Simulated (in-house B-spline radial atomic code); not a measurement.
# Response and correlation of Ar8+

Closed shell [He] 2s2 2p6. Computed with a B-spline radial code for spherical atoms: Dirac-Hartree-Fock, relativistic RPA (time-dependent Dirac-Hartree-Fock) for the response and second-order many-body perturbation theory for correlation, no-pair Dirac-Coulomb Hamiltonian, finite nucleus.

Command:
```bash
python run_mb.py task.json out
```
Settings (nuclear radius in fm, box in bohr, cutoff in hartree):
```
basis_form          2
Z                   18
core_configuration  [He] 2s2 2p6
rms_radius          3.4274
mass_number         40
speed_of_light      137.036
box_radius          7.759
lmax                7
intervals           62
virtual_cutoff      8100.0
```

Time taken, with all properties: 1 s on 1 thread of Intel(R) Xeon(R) Platinum 8488C, with other jobs on the host.

| multipole (bohr³, bohr⁵, bohr⁷) | uncoupled | coupled RPA |
| --- | --- | --- |
| dipole | 0.035927 | ? |
| quadrupole | 0.0098382 | 0.010769 |
| octupole | 0.0045252 | 0.0049396 |

Q: What is the coupled dipole polarisability?

A: 0.03708 atomic units, +3 % against the uncoupled value.

Q: Which subshells carry the dipole polarisability?

A: 2p3/2 59.9 %, 2p1/2 29.3 %, 2s1/2 10.8 %.

Q: What does the dipole shielding factor come to?

A: The dipole shielding factor is 0.556, against the exact N/Z = 10/18 = 0.556 of the non-relativistic theorem.

Dipole polarisability at imaginary frequency:

```json
{"u (Eh)": "0", "α(iu) (bohr³)": "0.03708"}
{"u (Eh)": "1.35", "α(iu) (bohr³)": "0.03665"}
{"u (Eh)": "4.05", "α(iu) (bohr³)": "0.03356"}
{"u (Eh)": "8.1", "α(iu) (bohr³)": "0.0264"}
{"u (Eh)": "13.5", "α(iu) (bohr³)": "0.01799"}
{"u (Eh)": "27", "α(iu) (bohr³)": "0.007694"}
{"u (Eh)": "54", "α(iu) (bohr³)": "0.002509"}
{"u (Eh)": "135", "α(iu) (bohr³)": "0.0004745"}
```

Q: What dispersion coefficients follow for two such ions (the dispersion part alone)?

A: C6 = (3/π)∫α(iu)²du = 0.01361 hartree·bohr⁶ and C8 = 0.02063 hartree·bohr⁸.

Lowest J = 1 odd-parity excitations:

```csv
energy (eV),oscillator strength,leading channel,weight
253.31,0.0625,2p3/2 → s1/2,0.828
255.84,0.181,2p1/2 → s1/2,0.827
292.81,0.00496,2p3/2 → d3/2,0.644
296.84,0.139,2p1/2 → d3/2,0.342
300.86,1.9,2p1/2 → d3/2,0.587
336.8,0.0258,2p3/2 → s1/2,0.963
339,0.027,2p1/2 → s1/2,0.955
347.75,0.00556,2s1/2 → p1/2,0.75
```

Second-order correlation energy by the highest angular momentum of the excited pair (hartree): s -0.01868, p -0.1379, d -0.1625, f -0.04575, g -0.01795, h -0.006847, i -0.003165, k -0.001648.

Q: What is the second-order correlation energy at the partial-wave limit?

A: The listed waves sum to -0.39448 hartree; extrapolating the increments as (l + 1/2)⁻⁴ gives -0.39785 hartree, -1.08 eV per electron.
